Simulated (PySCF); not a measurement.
Computed shifts of a molecule CH₅Cl₂NSi, PBE/pcSseg-1 (PySCF), GIAO, gas phase, atoms alike by connectivity averaged where their shifts nearly agree, in ppm (number of nuclei): ²⁹Si: -4.6 (1). ¹⁵N: 60.5 (1). ¹³C: 31.7 (1). ¹H: 6.04 (1), 2.99 (3), 1.17 (1). References: ²⁹Si against TMS (σ = 335.4 ppm); ³⁵Cl against HCl (σ = 936.5 ppm); ¹⁵N against NH3 (σ = 267.0 ppm); ¹³C against TMS (σ = 182.0 ppm); ¹H against TMS (σ = 31.49 ppm), references at their B3LYP-D3(BJ)/def2-TZVP geometries, non-relativistic (without spin–orbit terms, shifts of atoms bonded to Cl or Br come out too high). Coordinates come from a PBE0-D3(BJ)/def2-SVP optimisation. Other conformers were not sampled.

Problem. Which molecule gave these data?
(A) CN[SiH](Cl)Cl
(B) C[Si](N)(Cl)Cl
(C) NC[SiH](Cl)Cl

Solution. A, CN[SiH](Cl)Cl
